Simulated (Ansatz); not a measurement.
```yaml
crystal:
  periodic: [true, true, true]
  atoms:
    - {symbol: F, position_ang: [-1.834373, 1.059756, -0.097194]}
    - {symbol: C, position_ang: [-0.335651, 0.735516, -0.408963]}
    - {symbol: Si, position_ang: [0.364760, 0.722277, 1.403614]}
    - {symbol: Sn, position_ang: [-0.223265, -1.186917, -1.150362]}
    - {symbol: H, position_ang: [0.131054, 1.508074, -0.991878]}
    - {symbol: H, position_ang: [0.183845, 2.175872, 2.098847]}
    - {symbol: H, position_ang: [1.872249, 0.475983, 1.331702]}
    - {symbol: H, position_ang: [0.058746, -0.161208, 2.339112]}
    - {symbol: H, position_ang: [-0.573694, -2.512547, -0.007488]}
    - {symbol: H, position_ang: [1.503707, -1.484420, -1.611865]}
    - {symbol: H, position_ang: [-1.160156, -1.269771, -2.702143]}
basis:
  gaussian: {orbitals: ANO-RCC-VTZP}
hamiltonian: {xc: {name: wPBEh}}
output: {forces: true}
```

```sh
$ ansatz run in.yaml --threads 4 --pin off --events-out ev --progress --plain --max-ram 10444MiB
```

Question: How does Ansatz answer? (Best estimate.)

Answer: The calculation gave: The program refused the input.
```
Error: YAML parse error: error: line 2 column 3: crystal: missing field `lattice` (a structure is typed as `lattice` and `atoms`, a molecule's as `atoms` in Å alone, or read from a run's directory, `checkpoint`)
 --> <input>:2:3
1 | crystal:
2 |   periodic: [true, true, true]
3 |   atoms:
4 |     - {symbol: F, position_ang: [-1.834373, 1.059756, -0.097194]}
```
